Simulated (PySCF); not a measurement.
Compound: C6H11PS2.
Atom-mapped SMILES: `[CH2:1]=[CH:2][P:3]1(=[S:4])[CH2:5][CH2:6][S:7][CH2:8][CH2:9]1`

NICS is the negative of the GIAO shielding at a point without a nucleus: at the ring centre (0) and 1 Å above and below it (1); zz is the component along the ring normal. Level: GIAO PBE0/pcSseg-1 (PySCF, non-relativistic, gas phase) on the PBE0-D3(BJ)/def2-SVP geometry, one conformer.

Ring bond lengths (Å), with Mayer bond orders in brackets: P3–C5 1.835 (0.90), C5–C6 1.523 (1.01), C6–S7 1.816 (1.01), S7–C8 1.816 (1.01), C8–C9 1.523 (1.01), C9–P3 1.835 (0.90).

Q: What do the NICS probes read (ppm)?

A: 
| ring | type | NICS(0) | NICS(1), two faces | NICS(1)zz, two faces | rms pucker (Å) | centre to ring atoms, mean (Å) |
| --- | --- | --- | --- | --- | --- | --- |
| P3–C5–C6–S7–C8–C9 | 6-membered ring with P and S; formal bonds all single | -3.0 | -2.4 / -2.0 | 4.5 / 4.3 | 0.29 | 1.64 |

Q: What can be read from them?

A: 
- P3–C5–C6–S7–C8–C9: mean NICS(1)zz 4.4 ppm, deshielded. P3, C5, C6, C8, C9 have four or more neighbours; no verdict on aromaticity is drawn.

Q: What is the mean of the two in-plane components of NICS at the first NICS(1) probe listed for ring P3–C5–C6–S7–C8–C9, 1 Å off the ring?

A: The isotropic value is a third of the trace: (3 × -2.4 − (4.5))/2 = -5.8 ppm.

Q: How do the values depend on the level or the medium?

A: 
| level | NICS(0), P3–C5–C6–S7–C8–C9 | mean NICS(1)zz, P3–C5–C6–S7–C8–C9 |
| --- | --- | --- |
| PBE0/pcSseg-1, gas | -3.0 | 4.4 |
| wB97X-D/pcSseg-1, gas | -3.0 | 4.3 |
| PBE0/pcSseg-1, IEF-PCM methanol | -2.9 | 4.4 |

The geometry is the same throughout; the continuum's cavity takes Bondi-type radii × 1.2.
